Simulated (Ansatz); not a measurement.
System: ZnBr, net charge 0, doublet state. The spin state was set by rule; other spins were not relaxed. 
Coordinates optimised at B3LYP-D3(BJ)/def2-TZVP (Ansatz, a program for electronic structure):
```xyz
2

Zn     0.0000     0.0000    -1.2602
Br     0.0000     0.0000     1.0802
```
Charge 0, spin multiplicity 2.

Quantity: atomisation energy (electronic, to ground-state atoms), in eV. Correlated levels leave the core frozen unless marked. UHF or UKS for open shells. Spin-orbit coupling is left out. Frozen are the shells of the preceding noble gas and the d and f shells that filled before the atom's block. No relativistic terms. FCI takes restricted orbitals. The coupled-cluster limit lacks core correlation, which all-electron functionals hold. CBS(X,Y): correlation extrapolated as X^-3; Hartree-Fock from the larger set.

```tsv
level	program	atomisation energy (eV)
SVWN5/def2-TZVPD	Ansatz	2.30
BLYP-D3(BJ)/def2-TZVPD	Ansatz + dftd3	1.65
PBE0/6-31G*	Ansatz	2.40
PBE0/def2-SVP	Ansatz	2.03
PBE0/def2-TZVPD	Ansatz	1.98
B2GP-PLYP-D4/def2-TZVPD	Ansatz + dftd4	1.88
B2GP-PLYP/def2-TZVPD	Ansatz	1.86
```

Task: Predict the CCSD(T)/CBS(def2-TZVPP,def2-QZVPP) result (Ansatz).

Result: 1.89 eV, so B2GP-PLYP/def2-TZVPD differs from it by -0.03 eV.
